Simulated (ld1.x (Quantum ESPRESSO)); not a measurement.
The numbers below are computed, except where a source is named.
## Potentials for gallium compared

Generated with ld1.x 7.5 (TM, RRKJ, ultrasoft, PAW), atompaw 4.2 or ONCVPSP 4.0.1. The cutoff is in Ry: for ld1.x and atompaw files where the sum of valence levels is converged to 10 mRy in a Bessel basis, for ONCV files where the hardest occupied wave has 1 mHa per electron of residual kinetic energy. The error is the largest all-electron minus pseudo excitation energy over each file’s own four to seven test configurations (ionisations up to +4, promotions, holes and added fractions of an electron), all of which were solved. The labels leave out finer settings (local radius, basis sizes, second energies), which also bear on the numbers. Spin-polarised tests are not counted. The rows are a selection from randomly drawn settings: files with unsolved tests, undetermined cutoffs or missed reference levels are left out.

| potential | cutoff (Ry) | largest error (meV) | bound ghosts |
| --- | --- | --- | --- |
| TM semilocal, LDA (PZ), scalar-relativistic, rc 2.05/2.10/1.90 (spd), local s, core correction yes, reference 4s2 4p0.5 | 15 | -147 | none |
| TM, PBE, fully relativistic, rc 1.70/2.55/0.90 (spd), local s, core correction no, reference 3d10 4s2 4p1 | 300 | +84 | none |
| PAW, PBE, scalar-relativistic, rc 1.95/2.30 (sp), local smoothed, core correction yes, reference 4s2 4p0.75 | 6 | -189 | none |
| RRKJ, BLYP, scalar-relativistic, rc 1.75/2.60/2.55 (spd), local smoothed, core correction no, reference 4s2 4p0.5 | 35 | +176 | none |

Task: Fill in the row for Ga: ultrasoft, PBE, scalar-relativistic, rc 2.00/3.10/2.25 (spd), local smoothed, core correction no, reference 4s1 4p2.

Result: cutoff 6 Ry, largest error +47 meV, bound ghosts: none.

Task: Fill in the row for Ga: PAW, PBE, scalar-relativistic, rc 1.95/2.05/2.05 (spd), local smoothed, core correction yes, reference 4s2 4p0.

Result: cutoff 6 Ry, largest error -118 meV, bound ghosts: none.
